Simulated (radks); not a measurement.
Effect of the nuclear size on the rhenium ion Re3+, [Xe] 4f14 5d4. Calculated with a radial shooting solver on a logarithmic mesh with Libxc functionals: Dirac Kohn-Sham, BLYP, spin-unpolarised, spherical densities, finite nucleus; open shells fill j = l - 1/2 first; Fermi nuclear charge, rms radius 5.3698 fm. The rms radius is varied about that value; shifts are against it.

| rms radius (fm) | total energy shift (eV) | density at nucleus (e/bohr^3) | 1s1/2 shift (meV) | 2s1/2 shift (meV) | 5s1/2 shift (meV) | 5d3/2 shift (meV) | 6s1/2 (empty) shift (meV) | 6p1/2 (empty) shift (meV) |
|---|---|---|---|---|---|---|---|---|
| 4.7523 | -14.1 | 1.616e+06 | -5710 | -813 | -8.10 | 0.157 | -1.28 | -0.030 |
| 5.0852 | -6.65 | 1.578e+06 | -2690 | -382 | -3.81 | 0.074 | -0.601 | -0.014 |
| 5.3698 | 0 | 1.547e+06 | 0.000 | 0.000 | 0.000 | 0.000 | 0.000 | 0.000 |
| 5.7564 | 9.40 | 1.509e+06 | 3800 | 541 | 5.39 | -0.104 | 0.850 | 0.020 |
| 6.374 | 25.3 | 1.455e+06 | 10200 | 1450 | 14.5 | -0.280 | 2.29 | 0.055 |

Slopes of the eigenvalues against <r^2> in GHz/fm^2, as finite differences over the two radii next to the reference (eigenvalue slopes, not the field-shift constants of lines): 1s1/2 216000, 2s1/2 30700, 5s1/2 306, 5d3/2 -5.92, 6s1/2 (empty) 48.2, 6p1/2 (empty) 1.15.
